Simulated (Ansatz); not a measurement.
Consider the formal exchange of groups at the Si–S bond: `S[SiH]1C[SiH2]N1` + `[AlH3]` → `[AlH2][SiH]1C[SiH2]N1` + H₂S.

Gas-phase electronic energies from Ansatz, PBE0-D4/def2-TZVP geometries. CBS: MP2 limit from def2 TZ/QZ plus the TZ coupled-cluster correction, frozen cores. This one scheme is used for every species. Each species was taken in one conformer, which may not be the lowest.

```tsv
species	CCSD(T)/CBS(def2) energy (Eh)
`S[SiH]1C[SiH2]N1`	-1072.99387
`[AlH3]`	-243.78045
`[AlH2][SiH]1C[SiH2]N1`	-917.76987
H₂S	-398.97279
```

Q: Work out ΔE.

A: ΔE = (-917.76987) + (-398.97279) − (-1072.99387) − (-243.78045) = 0.03166 Eh = +83.1 kJ/mol.

Largest T1 diagnostic among the species: 0.012.

The D4 term adds +3.4 kJ/mol with B3LYP and +1.7 kJ/mol with PBE0; it sums over pairs of atoms, weighted by their polarisabilities, and B3LYP, whose exchange is more repulsive, gets the larger term. From PBE to PBE0 (25 % exact exchange), in def2-TZVPP and without D4, ΔE moves by +4.3 kJ/mol.

B3LYP here is the variant with VWN-RPA as its local correlation; programs differ in this.
